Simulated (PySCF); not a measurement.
Levels of N²⁺ from EOM-EA-GCCSD

Reference: closed-shell N³⁺, [He] 2s2; one electron is added. Calculated with PySCF 2.14, two-component X2C-1e with screened spin-orbit coupling, x2c-TZVPPall-2c with one added diffuse shell each of s, p, d type (6s4p3d1f, 40 functions); frozen nothing; all 76 virtual spinors kept. No Breit or QED terms. Binding energies in eV.

| level | Koopmans | second order | EOM-CCSD |
| --- | --- | --- | --- |
| 2p1/2 | 46.627 | 47.583 | 47.330 |
| 2p3/2 | 46.603 | 47.558 | 47.306 |
| 3s1/2 | 19.653 | 20.481 | 20.034 |
| 3p1/2 | 16.478 | 16.826 | 16.951 |
| 3p3/2 | 16.473 | 16.821 | 16.946 |
| 3d3/2 | 13.889 | 13.373 | 14.007 |
| 3d5/2 | 13.888 | 13.372 | 14.006 |
| 4s1/2 | 8.762 | 8.975 | 9.079 |

Electric-dipole lines between these computed levels:

```
lower  upper  ΔE (eV)  vacuum wavelength (nm)
2p1/2  3s1/2   27.296                   45.42
2p1/2  3d3/2   33.323                   37.21
2p1/2  4s1/2   38.251                   32.41
2p3/2  3s1/2   27.272                   45.46
2p3/2  3d3/2   33.300                   37.23
2p3/2  3d5/2   33.301                   37.23
2p3/2  4s1/2   38.228                   32.43
3s1/2  3p1/2    3.083                   402.1
3s1/2  3p3/2    3.088                   401.5
3p1/2  3d3/2    2.944                   421.1
3p1/2  4s1/2    7.872                   157.5
3p3/2  3d3/2    2.939                   421.8
3p3/2  3d5/2    2.940                   421.7
3p3/2  4s1/2    7.867                   157.6
```

In EOM-CCSD the overlap with the one-orbital guess is low for 3d5/2 (weight 0.86). That can mean mixing with two-particle, one-hole states, where second order and EOM-CCSD lose accuracy, or only a rotation among the degenerate components of the shell; the terms of those configurations are not listed.

Quantum defects δ = n − Z_c √(13.6057 eV / E) with Z_c = 3: 2p1/2 0.392, 2p3/2 0.391, 3s1/2 0.528, 3p1/2 0.312, 3p3/2 0.312, 3d3/2 0.043, 3d5/2 0.043, 4s1/2 0.327.

For comparison, the ionisation energy of N²⁺ is 47.445 eV (semi-empirical (NIST evaluation); NIST Atomic Spectra Database, ionization energies).

The screened spin-orbit operator tends to give fine-structure splittings of light species too large.

The highest levels are limited by the diffuse functions of the basis.
